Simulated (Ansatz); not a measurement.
A structure relaxed at PBE0-D4/def2-TZVP, charge 0, multiplicity 1:

Cartesian coordinates in Å:
```
B 0.5938 -1.0780 -1.0020
C -0.1253 0.2670 -0.7199
C -0.3657 0.6679 0.5213
C -0.5658 0.9942 1.7306
S -0.8212 1.4131 3.2164
H 0.9332 -1.7588 -0.0836
H 0.8016 -1.4211 -2.1275
H -0.4507 0.9158 -1.5354
```

(1) Give its formula and SMILES.

(2) Point group (tolerance 0.08 Å, 0.16 Å for H)?

(3) Summarise the bond lengths by kind.

## Answers

(1) C3H3BS, `BC=C=C=S`.

(2) Cs.

(3) 1 × B–C 1.551 Å; 2 × B–H 1.193 to 1.195 Å; 2 × C–C 1.268 to 1.326 Å; 1 × C–H 1.092 Å; 1 × C–S 1.565 Å.

Computed with Ansatz.
